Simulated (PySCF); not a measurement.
C₆H₁₁ClOSi.
Z-matrix (Å and degrees, PBE0-D3(BJ)/def2-SVP geometry), rows numbered from 1:
```
C 
C   1  1.3331
C   2  1.4963  1  125.42
C   3  1.5279  2  113.00  1   113.94
C   4  1.5380  3  114.49  2   175.91
C   5  1.5295  4  108.40  3  -164.64
O   6  1.4208  5  109.29  4    38.57
Si  7  1.6665  6  112.33  5   -17.97
Cl  8  2.0749  4  110.00  3    33.04
H   1  1.0933  2  121.61  3  -179.69
H   1  1.0952  2  121.33  3     0.65
H   2  1.0989  1  118.91  3   179.80
H   3  1.1050  2  108.83  1  -125.93
H   3  1.1034  2  110.00  1    -9.28
H   4  1.1072  3  109.20  2   -61.21
H   5  1.1043  4  108.68  3   -46.00
H   5  1.1026  4  112.27  3    72.17
H   6  1.1055  5  110.61  4   -81.21
H   6  1.1014  5  111.64  4   159.14
H   8  1.4818  4  120.84  3   -91.74
```

Computed at PBE0/pcSseg-1 (PySCF, non-relativistic), with Q(17O) = −0.0256 b, Q(35Cl) = −0.0817 b: O7, 17O (I = 5/2): χzz = -10.00 MHz, η = 0.400; Cl9, 35Cl (I = 3/2): χzz = -39.06 MHz, η = 0.079.

Where would the pure quadrupole (NQR) lines of 17O at O7 fall for the rigid, isolated species?

From the eigenvalues of H = χ/[4I(2I − 1)] × [3Iz² − I(I + 1) + η(Ix² − Iy²)], steps between neighbouring levels, labelled as for η = 0: ±1/2↔±3/2 1.742 MHz, ±3/2↔±5/2 2.913 MHz (silyl ether oxygen).

Where would the pure quadrupole (NQR) lines of 35Cl at Cl9 fall for the rigid, isolated species?

From ν = (|χ|/2)√(1 + η²/3): ν = 19.55 MHz (silicon-bound chlorine). For 37Cl the ratio of quadrupole moments, 0.7881, gives 15.41 MHz.

Apply the simplest Townes–Dailey estimate (no s hybridisation, no π bonding), ionic character = 1 − χzz/χ0, where χ0 is the coupling for one missing p electron along the bond: −109.74 MHz for 35Cl.

Cl9 on Si8: 1 − (-39.06)/(-109.74) = 0.64. In this model a purely covalent bond gives χ0 and a free halide ion gives zero; s hybridisation or π bonding, where present, is counted here as ionic character.

In a crystal, neighbours and librations shift these lines. The small basis limits the accuracy of the gradients.

One conformer stands for the species.
